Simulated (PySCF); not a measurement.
# Identify the compound

The spectra below were simulated for a compound C₇H₉Cl.

¹H NMR (400 MHz, computed): δ 6.06 (d, 1H), 2.78 (m, 1H), 2.58 (m, 1H), 1.83 (m, 1H), 1.74 (m, 1H), 1.61 (m, 1H), 1.31 (m, 1H), 1.22 (m, 1H), 1.06 (m, 1H).

¹³C{¹H} NMR (computed): δ 152.6 (C), 138.2 (CH), 53.0 (CH), 52.2 (CH2), 46.1 (CH), 28.9 (CH2), 27.1 (CH2).

- GIAO PBE0/pcSseg-1 shieldings
- coordinates at the GFN2-xTB level
- run in PySCF 2.14
- relativity neglected, single conformer, isolated molecule

References, each an isolated molecule treated in the same way: ¹H, ¹³C vs TMS.

Q: What is the structure?

A: 
1. The formula gives 3 degrees of unsaturation (2 rings in the answer).
2. 7 carbon signals for 7 carbons: no two carbons are equivalent.
3. Carbon types of the structure: 1 × C, 3 × CH, 3 × CH2, which accounts for all hydrogens.
4. δC 152.6: fully substituted alkene carbon; the olefinic region.
5. δC 138.2: alkene CH; the olefinic region.
6. δC 53.0, 46.1: allylic sp3 CH; a saturated carbon with 3 carbon neighbours and no heteroatom attached.
7. δC 52.2, 28.9, 27.1: sp3 CH2 in a ring; a saturated carbon with 2 carbon neighbours and no heteroatom attached.
8. δH 6.06: hydrogen on an alkene CH; a vinylic proton, deshielded by the sp2 carbon and the C=C anisotropy.
9. δH 2.78, 2.58: hydrogen on an allylic sp3 CH; allylic position.
10. δH 1.83, 1.74, 1.61, 1.31, 1.22, 1.06: hydrogen on an sp3 CH2 in a ring.

Structure: SMILES ClC1=C[C@@H]2CC[C@H]1C2.

The shifts were computed for this structure. Such data don't tell enantiomers apart.

Carbons that carry Cl, above all several Cl atoms, come out too deshielded, partly because spin–orbit coupling is missing. Shifts are as computed. Against solution values, carbons near 30 ppm lie about +3 ppm off and those near 130 ppm about +5 ppm; carbons on Cl a further +6 ppm (rms about the fit 2.1 ppm; single classes can miss by 10 ppm). Of 1328 compounds with measured shifts, 309 miss one by over three times the rms of a fit or turn the order of signals round; such compounds aren't used in these exercises. Signals without a measured value on file couldn't be tested in this way; 1H shifts scatter by 0.2 ppm about their fit, and single ones miss by 0.5 ppm. No couplings were computed; multiplicities are counted from neighbouring protons, with m where these are inequivalent, close in shift, in a saturated or five-membered ring or joined by F or P, and br s for small geminal =CH2 splittings.
